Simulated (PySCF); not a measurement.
## Low-lying terms of Pd (palladium, neutral)

Ground state [Kr] 4d10, ¹S. Computed with PySCF 2.14 in def2-TZVPPD with one added diffuse shell each of s, p, d, f type with the def2 core potential (28 electrons) (7s5p4d3f1g, 72 functions), with a scalar-relativistic core potential. Vertical excitation energies in eV without spin-orbit coupling; excited terms of each kind are numbered among those the solver found. Frozen: 4s2 4p6.

| term | leading excitation | EOM-EE-CCSD |
| --- | --- | --- |
| 1 3D | 4d → s | 1.046 |
| 1 1D | 4d → s | 1.467 |
| 1 3F° | 4d → p | 4.613 |
| 1 1P° | 4d → p | 4.970 |

The spin-orbit splitting of the hole, absent here, rivals or exceeds the spacing of these terms, so the LS terms are model states.

Only the lower part of the computed list is shown. The solver can miss terms. Rydberg members are limited by the diffuse functions of the basis.
